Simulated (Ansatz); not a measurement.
`BN(C)C=C` → `BNC=C` + `[CH2]` (triplet) at 500 K and 1 bar (formal loss of a carbene).

Computed with Ansatz on PBE0-D4/def2-TZVP structures; ΔE is electronic, products minus reactants. CCSD(T)/CBS is the MP2 limit (def2-TZVPP, def2-QZVPP) plus CCSD(T) − MP2 in def2-TZVPP, frozen cores. This one scheme is used for every species. Triplets are unrestricted, without spin–orbit coupling. One conformer a species, not always the lowest.

```
          species  CCSD(T)/CBS energy (Eh)  H − E (kJ/mol)  S (J/(mol·K))
       `BN(C)C=C`               -198.47223           332.8          372.1
          `BNC=C`               -159.21916           249.9          334.7
`[CH2]` (triplet)                -39.09499            62.7          213.9
```

H − E and S are ideal-gas, rigid-rotor, harmonic terms from PBE0-D4/def2-TZVP, for one conformer and one mirror image of each species, with the whole ground term of open shells counted as degenerate. 1 Eh = 2625.50 kJ/mol, R = 8.31446 J/(mol·K).

**Question.** By hand: ΔE, ΔH, ΔS and ΔG.

**Answer.** ΔE = (-159.21916) + (-39.09499) − (-198.47223) = 0.15808 Eh = 415.0 kJ/mol. Δ(H − E) = 249.9 + 62.7 − 332.8 = -20.2, so ΔH = 394.8 kJ/mol. ΔS = 334.7 + 213.9 − 372.1 = 176.5 J/(mol·K). ΔG = 394.8 − 500 × (176.5)/1000 = 306.6 kJ/mol.

**Question.** By hand: the equilibrium constant, and the temperature at which ΔG would vanish if ΔH and ΔS stayed fixed.

**Answer.** log₁₀ K = −ΔG/(RT ln 10) = -32.0. ΔG = 0 at ΔH/ΔS = 2237 K.

The number of gas molecules changes by +1, which sets the sign of ΔS. A doubt of 5 kJ/mol in ΔE shifts log₁₀ K by 0.5 here. Other conformers and mirror images would add mixing entropy, several J/(mol·K) or more a flexible species. A triplet takes part, so the spin changes. These are equilibria of isolated gas molecules and say nothing of rates. Largest T1 diagnostic: 0.013 (customary marks: 0.02 for closed shells, 0.045 for open ones).
